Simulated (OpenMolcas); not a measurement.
# Cr4+, Mo4+, W4+: d2 down the group

```json
{
 "Program": "OpenMolcas 26.06",
 "Method": "XMS-CASPT2, IPEA 0.25 Eh, imaginary shift 0.1 Eh",
 "Basis": "ANO-RCC-VTZP",
 "Scalar Hamiltonian": "DKH2, point nucleus",
 "Spin-orbit coupling": "RASSI with atomic mean-field integrals over the reference wave functions, term energies averaged over their components"
}
```

Active space for each ion: 2 electrons in 5 orbitals (d); closed shells correlated by CASPT2: Cr4+ 3s 3p; Mo4+ 4s 4p; W4+ 5s 5p.

Computed levels in cm-1 above 3F2:

```tsv
Level	Cr4+	Mo4+	W4+
3F3	508	1520	6440
3F4	1156	3250	11840
1D2	13440	10370	14040
3P0	16100	11580	13290
3P1	16280	12210	16960
3P2	16680	13700	23310
1G4	22660	16940	23260
1S0	52650	38420	44340
weight of 3F in the lowest level (%)	100	98	89
```

Mixed levels, with the weight of the term that names them: W4+ 1D2 (58 %), W4+ 3P2 (67 %).

Measured, with the error of the calculation in %. Measured levels: Cr4+ from Sugar and Corliss, J. Phys. Chem. Ref. Data 6, 317 (1977); Mo4+ from Sugar and Musgrove, J. Phys. Chem. Ref. Data 17, 155 (1988); W4+ from the list in J. Phys. B 45, 065001 (2012).

```csv
Level,Cr4+,Mo4+,W4+
3F3,508 (0),1578 (-3.7),
3F4,1142 (+1.3),3357 (-3.2),11519 (+2.8)
1D2,13188 (+1.9),10190 (+1.8),13742 (+2.2)
3P0,15492 (+3.9),11161 (+3.8),12839 (+3.5)
3P1,15677 (+3.9),11807 (+3.4),16331 (+3.9)
3P2,16041 (+4.0),13408 (+2.2),22615 (+3.1)
1G4,22019 (+2.9),16354 (+3.6),22346 (+4.1)
1S0,51146 (+2.9),37738 (+1.8),43110 (+2.8)
```

The fine-structure level 3F4 changes by a factor of 10.2 from Cr4+ to W4+.

Without spin-orbit coupling 1D lies 12820, 8820, 7510 cm-1 above 3F in that order; the difference to the level 1D2, of either sign, comes from spin-orbit coupling, which also lowers the zero.

CASPT2 breaks the degeneracy within a term, and the mean is taken; among the terms shown or strongly mixed into the levels shown the widest spread is 1100 cm-1 (3d2 1G, Cr4+). Measured partners are found by configuration, term and J. A level has none where our copy of the source lacks it or the pairing is in doubt (some pairs that miss far off the trend of their configuration count as doubtful), and it then counts in no deviation. Only configurations of the active space appear.
